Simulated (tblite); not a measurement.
Species: C7H12SSi.
Numbering: `[CH:1]#[C:2][SiH2:3][CH2:4]/[C:5]([CH3:6])=[CH:7]/[S:8][CH3:9]` (hydrogens: H10 on C1; H11, H12 on Si3; H13, H14 on C4; H15, H16, H17 on C6; H18 on C7; H19, H20, H21 on C9)

Structure optimised with GFN2-xTB, isolated species.

List the bond lengths, angles and torsions at this level.

| bond | length (pm) |
| --- | --- |
| C1≡C2 | 120.2 |
| C2–Si3 | 184.9 |
| Si3–C4 | 191.4 |
| C4–C5 | 149.5 |
| C5–C6 | 149.5 |
| C5=C7 | 133.0 |
| C7–S8 | 176.4 |
| S8–C9 | 181.7 |
| C1–H10 | 105.3 |
| Si3–H11, Si3–H12 | 146.7 |
| C4–H13, C4–H14 | 109.1 |
| C6–H15, C6–H16, C6–H17 | 108.9 |
| C7–H18 | 107.9 |
| C9–H19, C9–H20, C9–H21 | 108.6 |

Bonds in one row agree within 1 pm and their mean is given. A selection of angles:
| angle | degrees |
| --- | --- |
| C1–C2–Si3 | 179.1 |
| C2–Si3–C4 | 106.9 |
| Si3–C4–C5 | 111.4 |
| C4–C5–C6 | 116.6 |
| C4–C5–C7 | 120.5 |
| C6–C5–C7 | 122.8 |
| C5–C7–S8 | 124.8 |
| C7–S8–C9 | 99.0 |

Torsions: C2–Si3–C4–C5 -61° (synclinal); Si3–C4–C5–C6 -84° (synclinal); C4–C5–C7–S8 -177° (antiperiplanar); C5–C7–S8–C9 -168° (antiperiplanar). The mirror-image conformer, all signs reversed, is as good.

Of the pairs four or more bonds apart, S8···H16 is among the closest relative to their van der Waals radii: 2.61 Å, 87 % of the sum of Bondi's values. The 2 C–Si bonds span 1.849 Å (C2–Si3, drawn single) to 1.914 Å (Si3–C4, drawn single), a spread of 0.065 Å. Si3 (SiH2 silicon) is tetrahedral (angles from 106.9° to 111.3°). The 2 C–S bonds span 1.764 Å (C7–S8, drawn single) to 1.817 Å (S8–C9, drawn single), a spread of 0.053 Å. The C–C distances run from 1.202 Å (C1≡C2, drawn triple) to 1.495 Å (C5–C6, drawn single), a spread of 0.293 Å.

Point group: C1 (no symmetry element, even within 0.4 Å). Its lowest GFN2-xTB frequency is 12i cm⁻¹, too small to tell a flat minimum from a shallow saddle. The numbers are those of one conformer. 3 starts were optimised and ended at 0.00, 0.00 and 0.15 kcal/mol (GFN2-xTB); the lowest of these is shown.

The numbers are calculated, not measured.
